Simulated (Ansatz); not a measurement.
Geometry optimisation, Ansatz, RKS B3LYP/6-31G*.

Input:

```yaml
crystal:
  periodic: [false, false, false]
  atoms:
    - { symbol: C, position_ang: [0.7296, -2.0332, -0.2095] }
    - { symbol: C, position_ang: [1.1946, -0.7228, -0.8936] }
    - { symbol: B, position_ang: [0.4409, 0.5855, -0.3284] }
    - { symbol: "N", position_ang: [1.3539, 1.641, 0.4405] }
    - { symbol: C, position_ang: [-1.0805, 0.8105, -0.5769] }
    - { symbol: Si, position_ang: [-1.9997, 0.774, 1.0665] }
    - { symbol: H, position_ang: [1.2512, -2.8656, -0.6224] }
    - { symbol: H, position_ang: [-0.3648, -2.1072, -0.4274] }
    - { symbol: H, position_ang: [0.8544, -1.9269, 0.9184] }
    - { symbol: H, position_ang: [2.2942, -0.6369, -0.6934] }
    - { symbol: H, position_ang: [1.0124, -0.7773, -1.9665] }
    - { symbol: H, position_ang: [0.93042, 1.78219, 1.38008] }
    - { symbol: H, position_ang: [1.41284, 2.42693, -0.12635] }
    - { symbol: H, position_ang: [-1.2622, 1.8193, -1.0183] }
    - { symbol: H, position_ang: [-1.489, 0.0148, -1.2236] }
    - { symbol: H, position_ang: [-1.7889, -0.5217, 1.7142] }
    - { symbol: H, position_ang: [-1.4813, 1.8413, 1.9579] }
    - { symbol: H, position_ang: [-3.4453, 0.9864, 0.8413] }
basis:
  gaussian: { orbitals: "6-31G*" }
hamiltonian:
  xc: b3lyp
relax:
  f_tol: 0.015
  max_steps: 40
output:
  orbitals: {}
```

Launched with:

```bash
$ ansatz run input.yaml --threads 2 --pin off --max-ram 3072MiB --backend cpu --events-out ev --progress --plain --runs-dir out
```

Q: Where does it end, and by what steps?

A: The forces met the threshold. After 19 steps the energy has fallen by 1.656 eV; H12 moved furthest, 1.19 Å.

```json
{"step": "0", "energy less start (eV)": "0.0000", "largest force component (eV/Å)": "4.437", "accepted": "yes"}
{"step": "1", "energy less start (eV)": "-0.4606", "largest force component (eV/Å)": "1.485", "accepted": "yes"}
{"step": "2", "energy less start (eV)": "-0.6549", "largest force component (eV/Å)": "1.294", "accepted": "yes"}
{"step": "3", "energy less start (eV)": "-0.8466", "largest force component (eV/Å)": "1.723", "accepted": "yes"}
{"step": "4", "energy less start (eV)": "-1.1144", "largest force component (eV/Å)": "1.670", "accepted": "yes"}
{"step": "5", "energy less start (eV)": "-1.3522", "largest force component (eV/Å)": "1.136", "accepted": "yes"}
{"step": "6", "energy less start (eV)": "-1.5233", "largest force component (eV/Å)": "0.559", "accepted": "yes"}
{"step": "7", "energy less start (eV)": "-1.5735", "largest force component (eV/Å)": "0.371", "accepted": "yes"}
{"step": "8", "energy less start (eV)": "-1.6333", "largest force component (eV/Å)": "0.273", "accepted": "yes"}
{"step": "9", "energy less start (eV)": "-1.6431", "largest force component (eV/Å)": "0.149", "accepted": "yes"}
{"step": "10", "energy less start (eV)": "-1.6475", "largest force component (eV/Å)": "0.057", "accepted": "yes"}
{"step": "11", "energy less start (eV)": "-1.6503", "largest force component (eV/Å)": "0.068", "accepted": "yes"}
{"step": "12", "energy less start (eV)": "-1.6519", "largest force component (eV/Å)": "0.035", "accepted": "yes"}
{"step": "13", "energy less start (eV)": "-1.6533", "largest force component (eV/Å)": "0.045", "accepted": "yes"}
{"step": "14", "energy less start (eV)": "-1.6544", "largest force component (eV/Å)": "0.050", "accepted": "yes"}
{"step": "15", "energy less start (eV)": "-1.6552", "largest force component (eV/Å)": "0.037", "accepted": "yes"}
{"step": "16", "energy less start (eV)": "-1.6557", "largest force component (eV/Å)": "0.031", "accepted": "yes"}
{"step": "17", "energy less start (eV)": "-1.6559", "largest force component (eV/Å)": "0.031", "accepted": "yes"}
{"step": "18", "energy less start (eV)": "-1.6561", "largest force component (eV/Å)": "0.022", "accepted": "yes"}
{"step": "19", "energy less start (eV)": "-1.6561", "largest force component (eV/Å)": "0.009", "accepted": "yes"}
```

```xyz
18
Properties=species:S:1:pos:R:3
C 0.659 -1.976 -0.276
C 1.227 -0.648 -0.813
B 0.454 0.663 -0.343
N 1.189 1.724 0.218
C -1.120 0.819 -0.498
Si -2.032 0.669 1.151
H 1.204 -2.840 -0.675
H -0.396 -2.102 -0.546
H 0.721 -2.026 0.818
H 2.297 -0.585 -0.564
H 1.184 -0.675 -1.915
H 0.778 2.596 0.523
H 2.189 1.683 0.361
H -1.378 1.807 -0.906
H -1.536 0.073 -1.187
H -1.668 -0.579 1.877
H -1.696 1.819 2.039
H -3.513 0.667 0.969
```

Run time: 78 s on 2 threads of Arm Neoverse V2, with other jobs on the host, peak memory 0.3 GiB.
